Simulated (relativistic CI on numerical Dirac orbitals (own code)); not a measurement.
# As: what numerical and physical settings do to a radial Dirac CI calculation

Reference input:

```
atom As  Z=33  charge=0  electrons=33
nucleus A=75  rms_radius_fm=4.0968
hamiltonian dirac-coulomb  breit=on  qed=on  c_scale=1
orbitals kli  potential=per-configuration
slater_scale 1
correlation none
mixing on
grid step=0.0125 r_max=149
scf mixing=0.4 start=green max_iterations=150 tolerance=2e-08 node_fill=0.05
configurations
  [Ar] 3d10 4s2 4p3
end
```

Computed lowest total energy -2257.72574 Ha, first excitation 13995.5 cm⁻¹, 11 SCF steps. Runs with settings changed; * marks those that are bad on purpose:

```csv
Changed,Outcome,Lowest level,ΔE (Ha),First excitation (cm⁻¹),SCF steps,Message
"grid step 0.03, end of the grid at 104.3 bohr, Breit term off",converged,4p³ ⁴S°3/2,-1.06,13988.1,11,
SCF tolerance 1e-05,converged,4p³ ⁴S°3/2,-2.34e-07,13995.5,9,
"Breit term off, nuclear radius 4.5065 fm",converged,4p³ ⁴S°3/2,-1.05,13988.1,11,
"SCF tolerance 0.0001, start potential thomas-fermi, Slater scale 1.2",converged,4p³ ⁴S°3/2,-0.0129,16846.2,7,
configuration list: no such shell *,refused,,,,0,configuration [Ar] 3d10 4s2 2d3: l must be smaller than n
iteration limit 4 *,not converged,,,,4,SCF of 1s2 2s2 2p6 3s2 3p6 3d10 4s2 4p3 did not converge
```

With so few configurations and no correlation, terms lie too far apart (by 10 to 50 % near neutrality), their order can be wrong, and levels of other configurations are missing.
